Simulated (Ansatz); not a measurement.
Calculated with Ansatz (gas phase, PBE0-D4/def2-TZVP geometries, no zero-point term in ΔE). CBS: MP2 limit from def2 TZ/QZ plus the TZ coupled-cluster correction, frozen cores. DFT in def2-TZVPP. B3LYP here is the variant with VWN-RPA as its local correlation; programs differ in this. Elements past krypton have def2 core potentials. For Te outer-core shells are correlated without core-valence functions, which leaves a few kJ/mol of doubt a bond. Each species was taken in one conformer, which may not be the lowest.

Consider the redistribution: `[CH3][AlH][TeH]` + `C=CCN[SiH2]Cl` → `C=CC[TeH]` + `[CH3][AlH][NH][SiH2]Cl`.

```json
{"level": "PBE-D4", "ΔE (kJ/mol)": "-11.0", "difference from CCSD(T)/CBS": "9.9"}
{"level": "r2SCAN-D4", "ΔE (kJ/mol)": "-15.6", "difference from CCSD(T)/CBS": "5.3"}
{"level": "B3LYP-D4", "ΔE (kJ/mol)": "-20.0", "difference from CCSD(T)/CBS": "0.9"}
{"level": "ωB97M-V", "ΔE (kJ/mol)": "-15.6", "difference from CCSD(T)/CBS": "5.3"}
{"level": "r2SCAN", "ΔE (kJ/mol)": "-15.9", "difference from CCSD(T)/CBS": "5.0"}
{"level": "HF/def2-TZVPP", "ΔE (kJ/mol)": "-7.4", "difference from CCSD(T)/CBS": "13.5"}
{"level": "CCSD/def2-TZVPP", "ΔE (kJ/mol)": "-18.6", "difference from CCSD(T)/CBS": "2.3"}
{"level": "CCSD(T)/def2-TZVPP", "ΔE (kJ/mol)": "-20.5", "difference from CCSD(T)/CBS": "0.4"}
{"level": "MP2/def2-QZVPP", "ΔE (kJ/mol)": "-24.9", "difference from CCSD(T)/CBS": "-4.0"}
{"level": "HF/CBS(def2)", "ΔE (kJ/mol)": "-10.0", "difference from CCSD(T)/CBS": "10.9"}
{"level": "CCSD(T)/CBS", "ΔE (kJ/mol)": "-20.9", "difference from CCSD(T)/CBS": "0"}
```

Largest T1 diagnostic among the species: 0.011.

In def2-TZVPP, CCSD(T) changes the Hartree–Fock value by −13.1 kJ/mol (the triples alone add −1.9 kJ/mol) and MP2 by −16.5 kJ/mol. From PBE to PBE0 (25 % exact exchange), in def2-TZVPP and without D4, ΔE moves by +4.6 kJ/mol.
